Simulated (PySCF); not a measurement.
PySCF input file for (3R,4R)-3,4-difluorocyclobutene (C4H4F2), SMILES F[C@@H]1C=C[C@H]1F, TDDFT-PBE/def2-SVPD. Geometry: PBE-D3(BJ)/def2-SVP.

```python
import numpy as np
from pyscf import gto, scf, dft, tdscf

mol = gto.M(
    atom='''
    F    -1.73524693   -0.24725326   -0.87735637
    C    -0.69112729    0.36882679   -0.21749605
    C    -0.63609800    0.23178525    1.28745616
    C     0.63609800   -0.23178525    1.28745616
    C     0.69112728   -0.36882679   -0.21749604
    F     1.73524693    0.24725326   -0.87735637
    H    -0.58995777    1.41041258   -0.59589903
    H    -1.37665030    0.44692461    2.07234570
    H     1.37665031   -0.44692459    2.07234569
    H     0.58995777   -1.41041258   -0.59589903
    ''',
    basis='def2-SVPD',
    charge=0,
    spin=0,
    symmetry=True,
    max_memory=1600,
    verbose=4,
)
mf = dft.RKS(mol, xc='pbe').density_fit(auxbasis='def2-universal-jkfit')
mf.grids.level = 3
mf.conv_tol = 1e-9
mf.max_cycle = 100
mf.kernel()
mf.grids = dft.Grids(mol).set(level=1).build(with_non0tab=True)  # coarser grid for the response kernel
td = tdscf.TDDFT(mf)
td.singlet = True
td.nstates = 10
td.conv_tol = 1e-4
td.positive_eig_threshold = 1e-6
td.kernel(x0=td.get_init_guess(mf, 15))
td.analyze()
tt = tdscf.TDA(mf)
tt.singlet = False
tt.nstates = 4
tt.conv_tol = 1e-4
tt.positive_eig_threshold = 1e-6
tt.kernel(x0=tt.get_init_guess(mf, 9))
tt.analyze(verbose=3)
```

It prints:

```
PySCF version 2.14.0

[INPUT] verbose = 4
[INPUT] num. atoms = 10
[INPUT] num. electrons = 46
[INPUT] charge = 0
[INPUT] spin (= nelec alpha-beta = 2S) = 0
[INPUT] symmetry True subgroup None
[INPUT] Mole.unit = angstrom
[INPUT] Symbol           X                Y                Z      unit          X                Y                Z       unit  Magmom
[INPUT]  1 F     -1.735246930000  -0.247253260000  -0.877356370000 AA   -3.279141456192  -0.467240944806  -1.657963252943 Bohr   0.0
[INPUT]  2 C     -0.691127290000   0.368826790000  -0.217496050000 AA   -1.306041295313   0.696981620502  -0.411007967675 Bohr   0.0
[INPUT]  3 C     -0.636098000000   0.231785250000   1.287456160000 AA   -1.202051008384   0.438010642214   2.432939539784 Bohr   0.0
[INPUT]  4 C      0.636098000000  -0.231785250000   1.287456160000 AA    1.202051008384  -0.438010642214   2.432939539784 Bohr   0.0
[INPUT]  5 C      0.691127280000  -0.368826790000  -0.217496040000 AA    1.306041276416  -0.696981620502  -0.411007948777 Bohr   0.0
[INPUT]  6 F      1.735246930000   0.247253260000  -0.877356370000 AA    3.279141456192   0.467240944806  -1.657963252943 Bohr   0.0
[INPUT]  7 H     -0.589957770000   1.410412580000  -0.595899030000 AA   -1.114858610359   2.665293498841  -1.126085964594 Bohr   0.0
[INPUT]  8 H     -1.376650300000   0.446924610000   2.072345700000 AA   -2.601492036300   0.844565111228   3.916165808420 Bohr   0.0
[INPUT]  9 H      1.376650310000  -0.446924590000   2.072345690000 AA    2.601492055198  -0.844565073434   3.916165789523 Bohr   0.0
[INPUT] 10 H      0.589957770000  -1.410412580000  -0.595899030000 AA    1.114858610359  -2.665293498841  -1.126085964594 Bohr   0.0

nuclear repulsion = 228.422304273962
point group symmetry = C2
symmetry origin: [-2.05405008e-09  8.21620057e-10  2.05405004e-09]
symmetry axis x: [1.00000000e+00 1.42963312e-09 2.39572103e-09]
symmetry axis y: [ 1.42963312e-09 -1.00000000e+00  6.63360869e-10]
symmetry axis z: [-2.39572103e-09  6.63360926e-10  1.00000000e+00]
num. orbitals of irrep A = 79
num. orbitals of irrep B = 79
number of shells = 66
number of NR pGTOs = 226
number of NR cGTOs = 158
basis = def2-SVPD
ecp = {}


******** <class 'pyscf.df.df_jk.DFSymAdaptedRKS'> ********
method = DFSymAdaptedRKS
initial guess = minao
damping factor = 0
level_shift factor = 0
DIIS = <class 'pyscf.scf.diis.CDIIS'>
diis_start_cycle = 1
diis_space = 8
diis_damp = 0
SCF conv_tol = 1e-09
SCF conv_tol_grad = None
SCF max_cycles = 100
direct_scf = False
XC library pyscf.dft.libxc version 7.1.2
    S. Lehtola, C. Steigemann, M. J. T. Oliveira, and M. A. L. Marques,  SoftwareX 7, 1–5 (2018)
XC functionals = pbe
    J. P. Perdew, K. Burke, and M. Ernzerhof,  Phys. Rev. Lett. 77, 3865 (1996)
    J. P. Perdew, K. Burke, and M. Ernzerhof,  Phys. Rev. Lett. 78, 1396 (1997)
    J. P. Perdew, K. Burke, and M. Ernzerhof,  Phys. Rev. Lett. 77, 3865 (1996)
    J. P. Perdew, K. Burke, and M. Ernzerhof,  Phys. Rev. Lett. 78, 1396 (1997)
radial grids:
    Treutler-Ahlrichs [JCP 102, 346 (1995); DOI:10.1063/1.469408] (M4) radial grids

becke partition: Becke, JCP 88, 2547 (1988); DOI:10.1063/1.454033
pruning grids: <function nwchem_prune>
grids dens level: 3
symmetrized grids: True
atomic radii adjust function: <function treutler_atomic_radii_adjust>
small_rho_cutoff = 0
Freeze 0 electrons in irreps []
    46 free electrons in irreps A B
Set gradient conv threshold to 3.16228e-05
Initial guess from minao.
tot grids = 124232
init E= -354.381919066848
HOMO (B) = -0.31388857389878  LUMO (A) = -0.108299371750828  gap/eV = 5.59437
cycle= 1 E= -353.763832597077  delta_E= 0.618  |g|= 0.571  |ddm|= 5.07
HOMO (A) = -0.21268796802349  LUMO (A) = -0.036171770874148  gap/eV = 4.80325
cycle= 2 E= -353.631909621358  delta_E= 0.132  |g|= 1.07  |ddm|= 1.76
HOMO (B) = -0.255353990167991  LUMO (A) = -0.059636447304535  gap/eV = 5.32575
cycle= 3 E= -353.820333149705  delta_E= -0.188  |g|= 0.132  |ddm|= 0.898
HOMO (B) = -0.274091291540564  LUMO (A) = -0.0758939391924369  gap/eV = 5.39322
cycle= 4 E= -353.823830361427  delta_E= -0.0035  |g|= 0.043  |ddm|= 0.325
HOMO (B) = -0.268553951301682  LUMO (A) = -0.0704459761514902  gap/eV = 5.39079
cycle= 5 E= -353.824288177342  delta_E= -0.000458  |g|= 0.00639  |ddm|= 0.0876
HOMO (B) = -0.268810370733274  LUMO (A) = -0.0708411885763134  gap/eV = 5.38702
cycle= 6 E= -353.824295667658  delta_E= -7.49e-06  |g|= 0.00357  |ddm|= 0.0184
HOMO (B) = -0.268830347552932  LUMO (A) = -0.0708448479254251  gap/eV = 5.38746
cycle= 7 E= -353.824298705756  delta_E= -3.04e-06  |g|= 0.000247  |ddm|= 0.00719
HOMO (B) = -0.268823057272132  LUMO (A) = -0.070829657188701  gap/eV = 5.38767
cycle= 8 E= -353.82429871954  delta_E= -1.38e-08  |g|= 3.94e-05  |ddm|= 0.000776
HOMO (B) = -0.268826001146532  LUMO (A) = -0.0708333454029133  gap/eV = 5.38765
cycle= 9 E= -353.824298719876  delta_E= -3.35e-10  |g|= 5.18e-06  |ddm|= 9.53e-05
HOMO (B) = -0.268826381767277  LUMO (A) = -0.0708335956180193  gap/eV = 5.38766
Extra cycle  E= -353.824298719872  delta_E= 3.3e-12  |g|= 6.24e-06  |ddm|= 2.76e-05
converged SCF energy = -353.824298719872
tot grids = 41208
Overwritten attributes  positive_eig_threshold  of <class 'pyscf.tdscf.rks.CasidaTDDFT'>


******** <class 'pyscf.tdscf.rks.CasidaTDDFT'> for <class 'pyscf.df.df_jk.DFSymAdaptedRKS'> ********
nstates = 10 singlet
deg_eia_thresh = 1.000e-03
wfnsym = None
conv_tol = 0.0001
eigh lindep = 1e-12
eigh level_shift = 0
eigh max_cycle = 100


Excitation energies (eV)
[5.75576184 6.06770467 6.67335511 6.93225021 7.72447481 7.7689137
 7.89064077 8.02293528 8.03377064 8.33317932]

** Singlet excitation energies and oscillator strengths **
Excited State   1:    A      5.75576 eV    215.41 nm  f=0.0048
      22 -> 24       -0.70620
Excited State   2:    B      6.06770 eV    204.33 nm  f=0.0050
      21 -> 24        0.65000
      23 -> 24        0.27159
Excited State   3:    A      6.67336 eV    185.79 nm  f=0.0005
      20 -> 24        0.70571
Excited State   4:    B      6.93225 eV    178.85 nm  f=0.1478
      19 -> 24        0.14804
      21 -> 24        0.26986
      23 -> 24       -0.60194
      23 -> 27       -0.16593
Excited State   5:    B      7.72447 eV    160.51 nm  f=0.0186
      23 -> 26       -0.70484
Excited State   6:    A      7.76891 eV    159.59 nm  f=0.0417
      23 -> 25       -0.70042
Excited State   7:    B      7.89064 eV    157.13 nm  f=0.0097
      19 -> 24       -0.66732
      23 -> 27       -0.20353
Excited State   8:    A      8.02294 eV    154.54 nm  f=0.0278
      22 -> 26       -0.70272
Excited State   9:    B      8.03377 eV    154.33 nm  f=0.0169
      22 -> 25        0.69896
Excited State  10:    A      8.33318 eV    148.78 nm  f=0.0111
      21 -> 25       -0.69724
      22 -> 27        0.10172

** Transition electric dipole moments (AU) **
state          X           Y           Z        Dip. S.      Osc.
  1        -0.0000     -0.0000     -0.1841      0.0339      0.0048
  2         0.1378     -0.1200      0.0000      0.0334      0.0050
  3        -0.0000      0.0000      0.0533      0.0028      0.0005
  4        -0.8846      0.2960     -0.0000      0.8701      0.1478
  5        -0.1580     -0.2711      0.0000      0.0984      0.0186
  6        -0.0000      0.0000     -0.4683      0.2193      0.0417
  7        -0.1995      0.1014     -0.0000      0.0501      0.0097
  8         0.0000      0.0000     -0.3760      0.1413      0.0278
  9        -0.0059     -0.2926     -0.0000      0.0856      0.0169
 10         0.0000     -0.0000      0.2330      0.0543      0.0111

** Transition velocity dipole moments (imaginary part, AU) **
state          X           Y           Z        Dip. S.      Osc.
  1        -0.0000      0.0000     -0.0377      0.0014      0.0045
  2         0.0299     -0.0286      0.0000      0.0017      0.0051
  3        -0.0000      0.0000      0.0137      0.0002      0.0005
  4        -0.2208      0.0765     -0.0000      0.0546      0.1429
  5        -0.0522     -0.0976      0.0000      0.0122      0.0288
  6        -0.0000      0.0000     -0.1345      0.0181      0.0423
  7        -0.0572      0.0317     -0.0000      0.0043      0.0098
  8        -0.0000      0.0000     -0.1116      0.0124      0.0281
  9         0.0008     -0.0892     -0.0000      0.0080      0.0180
 10        -0.0000     -0.0000      0.0731      0.0054      0.0116

** Transition magnetic dipole moments (imaginary part, AU) **
state          X           Y           Z
  1        -0.0000     -0.0000      0.0371
  2         0.2774     -0.3271     -0.0000
  3        -0.0000     -0.0000     -0.5890
  4         0.6535      0.8764      0.0000
  5        -0.6030      0.1956      0.0000
  6         0.0000      0.0000     -0.2303
  7        -0.2960      0.3756      0.0000
  8         0.0000      0.0000     -0.0886
  9         0.1286     -0.0307     -0.0000
 10        -0.0000      0.0000     -0.0411
Overwritten attributes  positive_eig_threshold  of <class 'pyscf.tdscf.rks.TDA'>


******** <class 'pyscf.tdscf.rks.TDA'> for <class 'pyscf.df.df_jk.DFSymAdaptedRKS'> ********
nstates = 4 triplet
deg_eia_thresh = 1.000e-03
wfnsym = None
conv_tol = 0.0001
eigh lindep = 1e-12
eigh level_shift = 0
eigh max_cycle = 100


Excitation energies (eV)
[4.34467899 5.57095154 5.78286226 6.41275686]

** Triplet excitation energies and oscillator strengths **
Excited State   1:    B      4.34468 eV    285.37 nm  f=0.0000
Excited State   2:    A      5.57095 eV    222.55 nm  f=0.0000
Excited State   3:    B      5.78286 eV    214.40 nm  f=0.0000
Excited State   4:    A      6.41276 eV    193.34 nm  f=0.0000
```

The run converged.
